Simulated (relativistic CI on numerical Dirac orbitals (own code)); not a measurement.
## Ru2+ (4d6) in a crystal field

Calculated by Dirac-Coulomb-Breit CI, separate exchange-only KLI orbitals for each configuration, model QED, valence Slater integrals scaled by 0.7, one configuration in a parametric crystal field (own radial code).

Field parameters in Wybourne normalisation: Td as Oh with Dq negative (B⁴₀ = 21Dq, B⁴₄ = √(5/14) B⁴₀). The field is a parameter set, without covalency.

S and J are read from ⟨S²⟩ = S(S + 1) and ⟨J²⟩ = J(J + 1) of each level; they are not fictitious spins.

Td, 10Dq = -2100 cm⁻¹, the lowest 16 levels:

```
E (cm⁻¹)  Degeneracy  Irrep     S     J
     0.0           1     A1  1.99  3.77
    80.4           3     T1  1.99  3.71
     153           2      E  1.98  3.65
     337           3     T2  1.99  3.47
     614           1     A2  1.99  3.00
    2012           3     T2  1.99  3.44
    2540           3     T1  1.99  3.04
    2661           2      E  1.98  2.55
    3153           3     T2  1.98  2.24
    3308           3     T1  1.98  1.62
    3435           1     A1  1.98  1.01
   11008           3     T2  0.98  4.09
   11250           2      E  1.01  4.17
   11310           1     A1  0.99  5.67
   11397           3     T1  0.99  5.38
   12342           3     T2  0.97  5.29
```

Td, 10Dq = -18850 cm⁻¹, the lowest 16 levels:

```tsv
E (cm⁻¹)	Degeneracy	Irrep	S	J
0.0	2	E	1.05	3.83
57.6	3	T2	1.02	3.81
845	3	T1	1.10	4.31
996	1	A1	1.13	4.51
5021	1	A2	2.00	3.00
5109	3	T2	1.98	3.07
5197	2	E	1.96	3.14
5315	3	T1	1.93	3.29
5410	1	A1	1.91	3.43
7543	3	T2	0.08	4.57
8414	2	E	0.06	4.72
15278	1	A1	0.16	3.82
17388	3	T1	1.00	5.01
17487	3	T2	1.00	5.05
17665	2	E	1.01	4.04
17706	3	T2	1.01	4.05
```

Td, 10Dq = -17200 cm⁻¹, the lowest 16 levels:

```tsv
E (cm⁻¹)	Degeneracy	Irrep	S	J
0.0	2	E	1.10	3.81
99.6	3	T2	1.05	3.80
747	3	T1	1.21	4.22
831	1	A1	1.26	4.36
3522	1	A2	2.00	3.00
3659	3	T2	1.96	3.10
3790	2	E	1.93	3.19
3993	3	T1	1.86	3.45
4139	1	A1	1.82	3.65
7531	3	T2	0.10	4.58
8414	2	E	0.08	4.75
14834	1	A1	0.26	3.83
15877	3	T1	1.00	5.01
15974	3	T2	1.00	5.04
16131	2	E	1.02	4.04
16189	3	T2	1.02	4.05
```

Td, 10Dq = -15500 cm⁻¹, the lowest 10 levels:

```csv
E (cm⁻¹),Degeneracy,Irrep,S,J
0.0,2,E,1.25,3.71
187,3,T2,1.16,3.73
512,1,A1,1.51,4.02
527,3,T1,1.45,3.94
2107,1,A2,2.00,3.00
2372,3,T2,1.89,3.19
2592,2,E,1.82,3.32
2996,3,T1,1.66,3.81
3224,1,A1,1.60,4.07
7614,3,T2,0.13,4.58
```

Td, 10Dq = -13800 cm⁻¹, the lowest 10 levels:

```json
{"E (cm⁻¹)": "0.0", "Degeneracy": "2", "Irrep": "E", "S": "1.59", "J": "3.47"}
{"E (cm⁻¹)": "112", "Degeneracy": "1", "Irrep": "A1", "S": "1.76", "J": "3.61"}
{"E (cm⁻¹)": "194", "Degeneracy": "3", "Irrep": "T1", "S": "1.75", "J": "3.54"}
{"E (cm⁻¹)": "292", "Degeneracy": "3", "Irrep": "T2", "S": "1.56", "J": "3.44"}
{"E (cm⁻¹)": "1057", "Degeneracy": "1", "Irrep": "A2", "S": "2.00", "J": "3.00"}
{"E (cm⁻¹)": "1785", "Degeneracy": "3", "Irrep": "T2", "S": "1.55", "J": "3.51"}
{"E (cm⁻¹)": "2112", "Degeneracy": "2", "Irrep": "E", "S": "1.53", "J": "3.59"}
{"E (cm⁻¹)": "2825", "Degeneracy": "3", "Irrep": "T1", "S": "1.35", "J": "4.24"}
{"E (cm⁻¹)": "3100", "Degeneracy": "1", "Irrep": "A1", "S": "1.32", "J": "4.51"}
{"E (cm⁻¹)": "8007", "Degeneracy": "3", "Irrep": "T2", "S": "0.19", "J": "4.58"}
```

The free-ion ground term has S = 2. The field overcomes the spin-pairing energy for Td, 10Dq = -18850 cm⁻¹; Td, 10Dq = -17200 cm⁻¹; Td, 10Dq = -15500 cm⁻¹, where the ground state has lower spin; these fields are assumed values.

Levels of this model without a field, named by their leading LS term (the scale mimics covalency, so terms lie below those of the real free ion): 5D_4 0, 5D_3 1107, 5D_2 1730, 5D_1 2144, 5D_0 2340, 3H_6 12380, 3H_4 12456, 3H_5 12685 cm⁻¹.
